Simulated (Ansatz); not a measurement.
An input meant for CuI2 (charge 0, doublet).

```yaml
crystal:
  periodic: [false, false, false]
  atoms:
    - {symbol: Cu, position_ang: [0.000052, 0.000031, 0.000004]}
    - {symbol: I, position_ang: [-0.015659, -0.019688, 2.403254]}
    - {symbol: I, position_ang: [0.015607, 0.019657, -2.403259]}
basis:
  gaussian: {orbitals: def2-TZVP}
magnetization: {spin_polarized: true, initial_magnetization: 5}
hamiltonian: {xc: {name: LC-wPBE}}
```

```sh
$ ansatz run in.yaml --threads 4 --pin off --events-out ev --progress --plain --max-ram 3916MiB
```

Output, abridged:

```
Functional definition: LC-wPBE
1187 factors; their error is unknown
296 factors; integrals over basis functions are off by at most 1.7e-4 eV
mean field evaluation 1: about -60823.1656 eV, gradient 4.0e1 eV
mean field evaluation 2: about -60694.4561 eV, gradient 2.5e2 eV
mean field evaluation 4: about -60828.5661 eV, gradient 1.1e1 eV
mean field evaluation 8: about -60829.3150 eV, gradient 1.5e0 eV
mean field evaluation 16: about -60829.2899 eV, gradient 2.4e-3 eV
mean field evaluation 32: about -60829.3012 eV, gradient 6.9e-1 eV
mean field evaluation 64: about -60829.9095 eV, gradient 1.0e-4 eV
mean field -60829.90945840 eV, -2235.4579406025 hartree, gradient 5.6e-6 eV, S^2 8.764473; 6 other end points of the search recorded, 0 dependent functions left out
reference -60829.90945840 eV, -2235.4579406028 hartree; 42, 37 occupied and 103, 108 virtual orbitals, 1187 factors
Total energy: -60829.90945840 eV, -2235.4579406028 hartree
```

In this input the spin is set far too high (5 unpaired electrons typed, 1 in the doublet as meant). The calculation finished and met its thresholds. The result belongs to that input, not to the species as meant.

In the def2 sets I takes a core potential; there is no spin–orbit coupling. LC-ωPBE has ω = 0.4 bohr⁻¹.
